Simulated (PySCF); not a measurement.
## Ionisation energy of Au⁺ by level of theory

Au⁺ [Xe] 4f14 5d10 (1S) → Au²⁺ [Xe] 4f14 5d9 (2D), as a difference of total energies. Computed with PySCF 2.14 in aug-cc-pVTZ-PP with one added diffuse shell each of s, p, d, f, g type with ECP60MDF (7s7p6d4f3g, 113 functions), with a scalar-relativistic core potential. Correlated levels: valence: 5s2 5p6 frozen. The calculations carry no spin-orbit coupling.

```json
{"method": "UHF", "ionisation energy (eV)": "18.928", "difference from reference (eV)": "-1.275"}
{"method": "LDA", "ionisation energy (eV)": "21.356", "difference from reference (eV)": "+1.153"}
{"method": "PBE", "ionisation energy (eV)": "20.935", "difference from reference (eV)": "+0.732"}
{"method": "PBE0", "ionisation energy (eV)": "20.726", "difference from reference (eV)": "+0.523"}
{"method": "r2SCAN", "ionisation energy (eV)": "20.691", "difference from reference (eV)": "+0.488"}
{"method": "r2SCANh", "ionisation energy (eV)": "20.649", "difference from reference (eV)": "+0.446"}
{"method": "wB97X-V", "ionisation energy (eV)": "20.606", "difference from reference (eV)": "+0.403"}
{"method": "r2SCAN0", "ionisation energy (eV)": "20.586", "difference from reference (eV)": "+0.383"}
{"method": "MP2 (valence)", "ionisation energy (eV)": "20.905", "difference from reference (eV)": "+0.702"}
{"method": "SCS-MP2 (valence)", "ionisation energy (eV)": "20.735", "difference from reference (eV)": "+0.532"}
```

Reference: 20.203 ± 0.025 eV (measured; NIST Atomic Spectra Database, ionization energies).

The reference lies between the lowest fine-structure levels, while these numbers refer to the centres of the terms.

Errors of the correlated levels include the incompleteness of this basis and the frozen core.
